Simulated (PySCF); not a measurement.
Computed shifts of a molecule C4H11NSi, PBE/pcSseg-1 (PySCF), GIAO, gas phase, atoms alike by connectivity averaged where their shifts nearly agree, in ppm (number of nuclei): ¹³C: 164.2 (1), 124.4 (1), 55.7 (1), 29.4 (1). ²⁹Si: -96.5 (1). ¹⁵N: 58.9 (1). ¹H: 6.00 (1), 4.73 (3), 3.88 (1), 3.73 (1), 2.10 (3), 1.40 (1), 0.61 (1). References: ¹³C against TMS (σ = 182.0 ppm); ²⁹Si against TMS (σ = 335.4 ppm); ¹⁵N against NH3 (σ = 267.0 ppm); ¹H against TMS (σ = 31.49 ppm), references at their B3LYP-D3(BJ)/def2-TZVP geometries, non-relativistic. Geometry: B3LYP-D3(BJ)/def2-SVP. One conformer was computed; it need not be the lowest.

Problem. Identify the compound among the candidates.
A) C/C(=C/[SiH3])CN
B) CC/C=N/[SiH2]C
C) C=CN(C)C[SiH3]
D) C=CCN[SiH2]C

Solution. A, C/C(=C/[SiH3])CN
